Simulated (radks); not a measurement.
Results of a calculation; reference values are marked as such.
Ru4+, configuration [Ar] 3d10 4s2 4p4 4d4 5d2 (not the ground configuration). Level of theory: Dirac Kohn-Sham, LDA (Slater exchange, Perdew-Zunger correlation), spin-unpolarised, spherical densities, finite nucleus; open shells fill j = l - 1/2 first; Fermi nuclear charge, rms radius 4.4809 fm (a radial shooting solver on a logarithmic mesh with Libxc functionals).

Normalised radial functions P(r) = r R(r) (large component), r in bohr:

| r | 3d3/2 |
|---|---|
| 0.002709 | 0.0001 |
| 0.004173 | 0.0002 |
| 0.006428 | 0.0007 |
| 0.009901 | 0.0021 |
| 0.01513 | 0.0067 |
| 0.0233 | 0.0209 |
| 0.0359 | 0.0623 |
| 0.05529 | 0.1716 |
| 0.08517 | 0.4198 |
| 0.1312 | 0.8643 |
| 0.2021 | 1.3987 |
| 0.3113 | 1.6337 |
| 0.4794 | 1.2455 |
| 0.7385 | 0.5390 |
| 1.128 | 0.1099 |
| 1.738 | 0.0070 |
| 2.677 | 0.0001 |
| 4.124 | 0.0000 |
| 6.353 | 0.0000 |
| 9.785 | 0.0000 |

3d3/2: eigenvalue -351.61 eV, 0 radial nodes, <r> = 0.381 bohr, 90 % of the charge inside 0.607 bohr.
